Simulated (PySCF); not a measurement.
**Correlation energy of Sr (strontium, neutral)**

[Kr] 5p2, high-spin 3P determinant (an excited configuration). Computed with PySCF 2.14 in dyall-av2z (22s16p11d, 125 functions), with the non-relativistic Hamiltonian (point nucleus). Frozen: [Kr]; 2 electrons correlated; the 50 highest virtual orbitals of each spin left out.

With two correlated electrons CCSD is exact within the correlated space (frozen core and kept virtual orbitals).

```
level  correlation energy (mhartree)
 CCSD                         -17.07
```

Diagnostics: T1 = 0.024, D1 = 0.0345, largest double amplitude 0.501.

Problem. Is a single reference adequate?

Solution. Not fully. A non-relativistic calculation at this Z misses sizeable relativistic shifts. A double-excitation amplitude exceeds 0.15, a sign of near-degeneracy.
